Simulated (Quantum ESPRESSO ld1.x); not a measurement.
Radial electron density D(r) = 4 pi r^2 rho(r) of an atom or ion with 9 electrons. Method: scalar-relativistic Kohn-Sham, LDA (Slater exchange, Perdew-Zunger correlation), spin-polarised, spherical densities, point nucleus; computed with ld1.x of Quantum ESPRESSO 7.5.

```
   r/bohr * D(r) (the largest magnitude, 51.7, reaches the edge; | marks zero)
 0.001594 | *
 0.001754 | *
 0.001931 |  *
 0.002126 |  *
  0.00234 |   *
 0.002576 |    *
 0.002835 |    *
 0.003121 |     *
 0.003435 |      *
 0.003781 |        *
 0.004162 |         *
 0.004582 |           *
 0.005043 |            *
 0.005552 |               *
 0.006111 |                 *
 0.006727 |                   *
 0.007404 |                      *
 0.008151 |                         *
 0.008972 |                            *
 0.009876 |                               *
  0.01087 |                                   *
  0.01197 |                                      *
  0.01317 |                                         *
   0.0145 |                                             *
  0.01596 |                                                *
  0.01757 |                                                  *
  0.01934 |                                                    *
  0.02129 |                                                     *
  0.02343 |                                                      *
  0.02579 |                                                      *
  0.02839 |                                                     *
  0.03125 |                                                   *
   0.0344 |                                                 *
  0.03787 |                                              *
  0.04168 |                                            *
  0.04588 |                                          *
  0.05051 |                                        *
  0.05559 |                                        *
   0.0612 |                                        *
  0.06736 |                                          *
  0.07415 |                                             *
  0.08162 |                                                *
  0.08984 |                                                  *
   0.0989 |                                                     *
   0.1089 |                                                     *
   0.1198 |                                                    *
   0.1319 |                                                 *
   0.1452 |                                            *
   0.1598 |                                      *
   0.1759 |                              *
   0.1937 |                       *
   0.2132 |                *
   0.2346 |          *
   0.2583 |      *
   0.2843 |   *
    0.313 | *
   0.3445 |*
   0.3792 *
   0.4174 *
   0.4595 *
   0.5058 *
```

What is the nuclear charge?

Answer. Z = 42. The innermost maximum, from 1s, lies near gamma/Z bohr with gamma = sqrt(1 - (Z/c)^2) = 0.952, here 0.0227 bohr (found: 0.0240), and its height grows with Z. The density is that of the molybdenum ion Mo33+ in [He] 2s2 2p5; the configuration itself is not fixed sharply by these data, and Z only to a few units. D(r) has 2 maxima, at r = 0.0240, 0.109 bohr, and minima at 0.0556 bohr, inside which lie 2.16 electrons.
